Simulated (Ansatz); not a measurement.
One change: `N/C(Cl)=[CH]/[AlH2]` becomes `C=C(N)Cl`.

Ansatz, PBE0-D4/def2-TZVP geometries, multiplicity 1. Each molecule was computed in one conformer, which needn't be the lowest.

```tsv
property	`N/C(Cl)=[CH]/[AlH2]`
HOMO energy (PBE0/def2-TZVPP) / eV	-6.60
LUMO energy (PBE/def2-TZVPP) / eV	-2.05
HOMO–LUMO gap (ωB97M-V/def2-TZVPP) / eV	9.07
LUMO energy (B3LYP/def2-TZVPP) / eV	-1.50
HOMO energy (B3LYP/def2-TZVPP) / eV	-6.38
LUMO energy (ωB97M-V/def2-TZVPP) / eV	0.35
```

Question: Give the same properties after the change, and the shifts. (Best estimate.)

Answer: Computed: 
```
                               property  `C=C(N)Cl`  shift
     HOMO energy (PBE0/def2-TZVPP) / eV       -6.42   0.18
      LUMO energy (PBE/def2-TZVPP) / eV       -0.42   1.63
HOMO–LUMO gap (ωB97M-V/def2-TZVPP) / eV       10.98   1.91
    LUMO energy (B3LYP/def2-TZVPP) / eV        0.28   1.78
    HOMO energy (B3LYP/def2-TZVPP) / eV       -6.21   0.17
  LUMO energy (ωB97M-V/def2-TZVPP) / eV        2.35   2.00
```

With PBE0 the HOMO rises by 0.18 eV and the LUMO rises by 1.85 eV, so the gap widens by about 1.67 eV. PBE moves the HOMO by 0.30 eV and ωB97M-V by 0.09 eV.

B3LYP here is the variant with VWN-RPA as its local correlation; programs differ in this.
